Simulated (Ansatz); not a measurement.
All numbers were calculated with Ansatz.

Basis-set series for CH$_{4}$ISn (`[CH3][SnH][I]`) radical. Total charge 0; spin multiplicity 2. Sn, I takes the def2 core potential. Geometry: relaxed with PBE0-D4/def2-TZVP.

```json
{"functional": "PBE0-D4", "basis": "def2-TZVPP", "functions": "187", "energy (Eh)": "-552.52680", "HOMO (eV)": "-6.15", "LUMO (eV)": "-3.43"}
{"functional": "PBE0-D4", "basis": "def2-QZVPP", "functions": "341", "energy (Eh)": "-552.53231", "HOMO (eV)": "-6.16", "LUMO (eV)": "-3.44"}
{"functional": "ωB97M-V", "basis": "def2-TZVPP", "functions": "187", "energy (Eh)": "-552.45502", "HOMO (eV)": "-8.13", "LUMO (eV)": "-1.77"}
{"functional": "ωB97M-V", "basis": "def2-QZVPP", "functions": "341", "energy (Eh)": "-552.46063", "HOMO (eV)": "-8.14", "LUMO (eV)": "-1.80"}
```

(1) Give the rows for def2-SVP. (Estimate.)

Answers

(1) The calculation gave: 
```csv
functional,basis,functions,energy (Eh),HOMO (eV),LUMO (eV)
PBE0-D4,def2-SVP,86,-552.46281,-6.11,-3.40
ωB97M-V,def2-SVP,86,-552.38596,-8.06,-1.68
```

HOMO and LUMO are taken over both spins.
